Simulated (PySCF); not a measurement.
Te(I)(SMe) (CH₃ISTe), SMILES CS[Te]I. Geometry optimised at PBE-D3(BJ)/def2-SVP. This is a generated structure with no PubChem entry under its InChIKey; it may be hypothetical. The def2 effective core potentials stand for the cores of I, Te; spin–orbit coupling is left out. The values are those of a single conformer.

Computed equilibrium geometry at PBE-D3(BJ)/def2-SVP (PySCF confirms it by a frequency run) as a Z-matrix (one conformer of several):
```
C
H 1 1.1059
H 1 1.1067 2 110.38
H 1 1.1089 2 109.59 3 -120.29
S 1 1.8322 2 111.44 4 -116.70
Te 5 2.3931 1 104.26 2 -57.98
I 6 2.7786 5 103.53 1 -81.96
```
Charge 0, spin multiplicity 1.
